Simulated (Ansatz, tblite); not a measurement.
Forces on the cluster Pt2H⁻ at its PBE-D4/def2-TZVPD geometry. The state is a singlet with charge -1.

In the def2 sets Pt takes a core potential; there is no spin–orbit coupling. The xTB rows come from tblite. At PBE0-D4/def2-TZVPD the restricted singlet is unstable: a solution with broken spin symmetry lies lower. The order of the spin states hangs on the level: the triplet lies 0.15 eV below the singlet at PBE0-D4/def2-TZVPD, but 0.22 eV above it at GFN1-xTB. The structure comes from a short search, and lower isomers may exist.

GFN1-xTB (tblite), largest force 3.48 eV/Å:

```xyz
3
positions Å, forces eV/Å
Pt    0.464    0.469    0.416   -1.496   -3.102    0.471
Pt   -0.677   -1.665    0.511    1.360    2.277    0.192
H     0.213    1.196   -0.927    0.136    0.825   -0.663
```

GFN2-xTB (tblite), largest force 0.48 eV/Å:

```
Pt -0.274 -0.198 -0.337
Pt 0.102 0.050 0.153
H 0.172 0.148 0.183
```

PBE0-D4/def2-TZVPD (Ansatz), largest force 0.29 eV/Å:

```
Pt -0.032 0.129 -0.214
Pt 0.009 0.038 -0.026
H 0.024 -0.168 0.240
```
